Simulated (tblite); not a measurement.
Species: C₆H₁₁O₂P.
SMILES with atom numbers: `[CH3:1][O:2][C:3]1=[CH:4][CH2:5][P:6]([CH2:7][OH:8])[CH2:9]1` (hydrogens: H10, H11, H12 on C1; H13 on C4; H14, H15 on C5; H16, H17 on C7; H18 on O8; H19, H20 on C9)

Structure used (GFN2-xTB), in Å, numbered top down from 1:
```
atom  x, y, z in Å
C1     2.900    0.843   -0.711
O2     1.749    0.261   -1.271
C3     0.825   -0.236   -0.408
C4     0.835   -0.237    0.921
C5    -0.327   -0.907    1.590
P6    -1.609   -1.196    0.261
C7    -2.324    0.545    0.270
O8    -3.066    0.790   -0.899
C9    -0.353   -0.889   -1.080
H10    3.520    1.153   -1.550
H11    3.449    0.123   -0.096
H12    2.647    1.716   -0.100
H13    1.618    0.176    1.535
H14   -0.753   -0.303    2.396
H15   -0.028   -1.867    2.024
H16   -1.516    1.283    0.285
H17   -2.943    0.676    1.171
H18   -3.800    0.166   -0.938
H19   -0.050   -1.831   -1.546
H20   -0.780   -0.252   -1.859
```

Method: GFN2-xTB as coded in tblite; computed harmonic values from a numerical Hessian at the method's own geometry, unscaled. Errors from tens to a few hundred cm⁻¹ against measured bands are possible. One conformer, not necessarily the lowest.

Harmonic wavenumbers (cm⁻¹): 51.3, 88.4, 132.5, 147.5, 207.1, 222.6, 251.0, 265.9, 322.5, 366.0, 394.8, 465.7, 501.3, 612.0, 675.2, 719.0, 739.7, 750.1, 798.5, 832.7, 876.8, 886.7, 1037.6, 1039.3, 1061.5, 1076.4, 1095.9, 1110.8, 1124.8, 1154.7, 1170.4, 1209.2, 1226.7, 1248.4, 1274.9, 1308.3, 1400.3, 1422.9, 1436.6, 1447.5, 1465.9, 1484.6, 1721.4, 2847.4, 2912.0, 2928.5, 2938.5, 2942.9, 2943.9, 2945.4, 2963.2, 3027.9, 3106.2, 3535.2.

A = 2396, B = 870.4, C = 759.8 MHz; mass 146.050 u (most abundant isotopes); point group C1, symmetry number 1.

Problem. Zero-point energy?

Solution. ½Σν̃ = 34958 cm⁻¹ = 99.95 kcal/mol.

Problem. Entropy at 350 K, 1 bar (ideal gas, RRHO, classical rotation)?

Solution. Translation 41.67, rotation 30.17, vibration 34.98: S = 106.8 cal/(mol K).

Problem. And Cp and H(350 K) − H(0)?

Solution. Cp = 46.21 cal/(mol K), of which vibrations give 38.26 (their classical limit is 54 R = 107.3); H(350 K) − H(0) = 9.41 kcal/mol without the zero-point energy, 6.63 from vibrations.

Problem. What must be added to the electronic energy to get the Gibbs energy at 350 K and 1 bar?

Solution. ZPE + [H(350 K) − H(0)] − T·S = 99.95 + 9.41 − 37.39 = 71.97 kcal/mol.

Problem. Blend soft modes into free rotors: weight 1/[1 + (100 cm⁻¹/ν̃)⁴] for the oscillator and the rest for a rotor with moment μB/(μ + B), μ = h/(8π²ν), B = 10⁻⁴⁴ kg m². What vibrational entropy results?

Solution. 32.95 cal/(mol K) in place of 34.98, which changes −T·S at 350 K by +0.71 kcal/mol.

Problem. Which modes carry the vibrational entropy at 350 K?

Solution. 51.3 cm⁻¹: 5.08; 88.4 cm⁻¹: 4.01; 132.5 cm⁻¹: 3.22; 147.5 cm⁻¹: 3.01; 207.1 cm⁻¹: 2.37; 222.6 cm⁻¹: 2.23 cal/(mol K); the other 48 give 15.06 together.

Hindered rotation and anharmonicity are outside this model. Other conformers, if any are populated, would add a mixing term that is left out. The structure is chiral; the term R ln 2 for an equal mix with its mirror image is left out.
